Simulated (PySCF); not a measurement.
EPR parameters of C6H5F2O2

C6H5F2O2 (doublet state).
Structure used (GFN2-xTB), in Å, numbered top down from 1:
```
atom  x, y, z in Å
O1    -0.2936    2.1297    0.2406
C2    -0.6451    1.1003   -0.2689
C3    -1.9113    0.8425   -0.9912
C4    -1.9768   -0.4421   -1.2778
C5    -0.8467   -1.2668   -0.8379
C6     0.1585   -0.2134   -0.3003
O7     0.6402   -0.6151    0.9692
C8     1.7033    0.0831    1.4434
F9     1.9869   -0.3879    2.6604
F10    2.8091   -0.1369    0.6791
H11   -2.6177    1.6269   -1.1806
H12   -1.1401   -1.9312   -0.0236
H13   -0.4267   -1.8734   -1.6395
H14    0.9999   -0.0841   -0.9972
H15    1.5557    1.1764    1.5025
```

The hyperfine couplings belong to this conformer and change with its torsions.

As a line formula: `O=C1C=[C]C[C@@H]1OC(F)F` [radical].

Method: PySCF, UKS B3LYP, pcH-1 on C F H O, non-relativistic, mean-field spin-orbit, GIAO. The structure is a single GFN2-xTB conformer in the gas phase; no vibrational or solvent corrections. Couplings are sensitive to structure, and on GFN2-xTB geometries they can be far from those on DFT ones. No stability test was run, so a lower SCF solution isn't excluded.

```
g1, g2, g3                      : 2.00162, 2.00221, 2.00346
g_iso                           : 2.00243
Form of g                       : rhombic: the two nearest values differ by 32 % of g3 − g1
⟨S²⟩                            : 0.7589 (exact 0.7500)
α and β electrons               : 38, 37
HOMO–LUMO gap, α and β orbitals : 4.85, 3.96 eV
Total energy                    : -581.70215 Eh
```

Isotropic coupling and dipolar principal values T1 to T3, in mT; ρ(0) is the spin density at the nucleus (MHz turned into mT with g_iso):

```tsv
atom	isotope	a_iso	T1	T2	T3	Mulliken spin population	ρ(0) (bohr⁻³)
O1	17O	-0.08	-0.63	0.15	0.49	0.02	0.0036
C2	13C	2.31	-0.20	-0.18	0.38	0.05	0.0577
C3	13C	0.19	-0.70	-0.03	0.74	-0.09	0.0047
C4	13C	14.93	-2.72	-2.03	4.74	0.95	0.3722
C5	13C	0.97	-0.26	-0.24	0.50	-0.02	0.0243
C6	13C	0.77	-0.29	-0.22	0.51	0.06	0.0193
O7	17O	-0.35	-0.09	0.03	0.05	0.00	0.0163
C8	13C	0.05	-0.03	-0.02	0.05	0.00	0.0013
F9	19F	-0.03	-0.06	-0.05	0.12	0.00	-0.0002
F10	19F	0.08	-0.06	0.00	0.05	0.00	0.0005
H11	1H	1.65	-0.23	-0.18	0.41	0.02	0.0104
H12	1H	0.35	-0.25	-0.16	0.41	0.00	0.0022
H13	1H	0.71	-0.26	-0.19	0.44	0.01	0.0045
H14	1H	-0.09	-0.13	-0.07	0.20	0.00	-0.0006
H15	1H	0.03	-0.04	-0.01	0.05	0.00	0.0002
```

The largest Mulliken spin populations are on C4 (+0.95), C3 (-0.09) and C6 (+0.06). No atom but C4 exceeds +0.15. The positive populations add up to 1.11 and the negative ones to -0.11, together 2S = 1.

Axes: g2 points within 12° of the C3–C4 bond.

Under fast tumbling the dipolar parts average out, and these isotropic splittings remain: 1 × 1H (H11, I = 1/2, 2 lines) with 1.65 mT, 1 × 1H (H13, I = 1/2, 2 lines) with 0.71 mT, 1 × 1H (H12, I = 1/2, 2 lines) with 0.35 mT, 1 × 1H (H14, I = 1/2, 2 lines) with 0.09 mT, 1 × 19F (F10, I = 1/2, 2 lines) with 0.08 mT and 1 × 19F (F9, I = 1/2, 2 lines) with 0.03 mT.

The 13C coupling of C4 (418.5 MHz) shows only in satellite lines or after enrichment, since that isotope makes up about 1.07 % of natural carbon.

The 17O coupling of O7 (-9.9 MHz) shows only in satellite lines or after enrichment, since that isotope makes up about 0.038 % of natural oxygen.
